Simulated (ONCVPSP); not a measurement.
# tungsten, ONCV: configuration errors across variants

W (Z = 74), optimised norm-conserving Vanderbilt (ONCV), made with ONCVPSP 4.0.1 (LDA (Perdew-Wang 92), scalar-relativistic). Core [Kr] 4d10 4f14, reference 5s2 5p6 5d4 6s1 6p1. Waves: 5s+6s: rc 1.95 bohr, ncon 4, nbas 7, qcut 7.7 1/bohr, 2 projectors; 5p+6p: rc 1.65 bohr, ncon 3, nbas 7, qcut 9.7 1/bohr, 2 projectors; 5d: rc 1.85 bohr, ncon 3, nbas 6, qcut 4.6 1/bohr, 3 projectors, debl 1.6 Ha. Local part: polynomial inside 1.05 bohr (lpopt 2, dvloc0 0 Ha). Core correction: none.

All-electron excitation energies from the reference (eV): (1) 5s2 5p6 5d4 6s2 6p0 -4.571; (2) 5s2 5p6 5d4 6s1 6p0 4.554; (3) 5s2 5p6 5d4 6s0 6p0 20.573; (4) 5s2 5p6 5d4 6s0 6p1 10.108.

1 further variants failed, have other tests or too few solved ones, and are left out.

Errors AE − PS in meV (a dash: test not solved or not reliable):

| change | (1) | (2) | (3) | (4) | bound ghosts | GHOST(+) flags above zero |
| --- | --- | --- | --- | --- | --- | --- |
| base | +1.2 | -1.7 | -5.5 | -2.7 | none | d |
| d: rc 1.65, qcut 5.2, nproj 0; local potential the d channel | +1.2 | -1.7 | -5.6 | -2.8 | none | none |
| d: qcut 3.6 | +1.2 | -1.6 | -5.4 | -2.7 | none | d |
| d: qcut 3.1 | +1.2 | -1.6 | -5.4 | -2.7 | none | none |

(1) Give the same row for: core correction Teter function, fcfact 1.5, rcfact 1.8.

Results:

(1) +0.1, -1.9, -9.3, -4.6; bound ghosts: none; GHOST(+) flags above zero: d.
